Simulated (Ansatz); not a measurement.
Abridged output of a molecular run in Ansatz:

```
Functional definition: HF
3632 factors; integrals over basis functions are off by at most 1.0e-3 eV
mean field evaluation 1: about -24369.1672 eV, gradient 7.6e1 eV
mean field evaluation 2: about -24369.9477 eV, gradient 7.7e1 eV
mean field evaluation 4: about -24381.1389 eV, gradient 6.7e0 eV
mean field evaluation 8: about -24381.3085 eV, gradient 6.9e-1 eV
mean field evaluation 16: about -24381.3097 eV, gradient 2.4e-6 eV
mean field -24381.30967669 eV, -895.9966043732 hartree, gradient 2.4e-6 eV, S^2 0.000000; 0 other end points of the search recorded, 0 dependent functions left out
16 core orbitals not correlated: weight in the atoms' cores, before any rotation towards them, 1.000 or more for the frozen orbitals, at most 0.000 for the correlated occupied ones
reference -24381.30967669 eV, -895.9966043732 hartree; 42, 42 occupied and 504, 504 virtual orbitals, 3632 factors
second order -73.30744020 eV of doubles, -0.00000000 eV of singles
cycle   1  -71.53334071 eV  change     1.8e0 eV  update   2.3e-1
cycle   2  -73.55187614 eV  change    -2.0e0 eV  update   7.2e-2
cycle   3  -74.02223123 eV  change   -4.7e-1 eV  update   3.7e-2
cycle   4  -73.95428892 eV  change    6.8e-2 eV  update   1.0e-2
cycle   5  -73.94475745 eV  change    9.5e-3 eV  update   4.5e-3
cycle   6  -73.94928815 eV  change   -4.5e-3 eV  update   1.4e-3
cycle   7  -73.94874784 eV  change    5.4e-4 eV  update   5.3e-4
cycle   8  -73.94842574 eV  change    3.2e-4 eV  update   1.6e-4
cycle   9  -73.94858325 eV  change   -1.6e-4 eV  update   6.0e-5
cycle  10  -73.94866077 eV  change   -7.8e-5 eV  update   2.1e-5
perturbative correction -3.21890025 eV, -0.1182924023 hartree
Total energy: -24458.47723771 eV, -898.8324599344 hartree
```

Its atoms:

```xyz
23

C    -1.669   -2.458    1.619
C    -1.243   -1.213    0.924
O    -0.055   -1.121    0.465
O    -2.008   -0.231    0.788
Sn   -0.355    0.861   -0.238
O     1.602    1.423    0.440
C     1.242    1.619    1.647
C     2.255    2.056    2.649
O     0.043    1.426    1.952
O     0.734    0.417   -2.033
C    -0.259   -0.116   -2.627
C    -0.084   -0.648   -4.009
O    -1.352   -0.184   -2.021
H    -2.750   -2.481    1.733
H    -1.316   -3.330    1.069
H    -1.202   -2.475    2.606
H    -1.088    2.348   -0.583
H     2.966    1.241    2.802
H     2.815    2.906    2.257
H     1.780    2.311    3.592
H     0.579   -1.514   -3.965
H    -1.041   -0.939   -4.434
H     0.403    0.103   -4.632
```

Problem. Which basis set was used?
A. cc-pV(D+d)Z
B. def2-TZVPP
C. cc-pV(Q+d)Z
D. def2-TZVPPD

Solution. B. It gives 562 functions.

Problem. Write the keys of the input that set method, charge and spin (a neutral closed shell needs none for the last two).

Solution. 
```yaml
correlation: {method: ccsd_t}
```
